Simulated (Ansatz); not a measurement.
Consider the redistribution: `[NH2][InH][NH2]` + `C[SiH2]BCl` → `[NH2][In]([NH2])[Cl]` + `B[SiH2]C`.

Calculated with Ansatz (gas phase, PBE0-D4/def2-TZVP geometries, no zero-point term in ΔE). CBS: MP2 limit from def2 TZ/QZ plus the TZ coupled-cluster correction, frozen cores. DFT in def2-TZVPP. B3LYP here is the variant with VWN-RPA as its local correlation; programs differ in this. def2 core potentials past Kr. For In outer-core shells are correlated without core-valence functions, which leaves a few kJ/mol of doubt a bond. One conformer a species, not always the lowest.

(1) Is it downhill or uphill in electronic energy at CCSD(T)/CBS, and by how much? (An estimate is asked.)

(2) What do these levels give: revPBE-D4, BHLYP-D4, ωB97X-V, PBE, r2SCAN, PBE0, B3LYP, MP2/def2-TZVPP, SCS-MP2/def2-TZVPP, CCSD(T)/def2-TZVPP, HF/def2-QZVPP, MP2/def2-QZVPP? (Estimate.)

Largest T1 diagnostic among the species: 0.015.

Answers

(1) The calculation gave: Downhill: ΔE = -4.4 kcal/mol.

(2) Ansatz gave: revPBE-D4 -1.5, BHLYP-D4 -5.4, ωB97X-V -3.8, PBE -1.5, r2SCAN -3.0, PBE0 -3.0, B3LYP -4.1, MP2/def2-TZVPP -3.6, SCS-MP2/def2-TZVPP -4.6, CCSD(T)/def2-TZVPP -3.5, HF/def2-QZVPP -9.3, MP2/def2-QZVPP -4.1 kcal/mol.

Leaving LDA and LC-ωPBE aside and taking each functional with its dispersion term where it has one, the values, not all of them listed here, spread over 4.2 kcal/mol, from BHLYP-D4 to PBE-D4. LDA lies +4.3 kcal/mol from PBE without D4. From PBE to PBE0 (25 % exact exchange), in def2-TZVPP and without D4, ΔE moves by −1.4 kcal/mol.
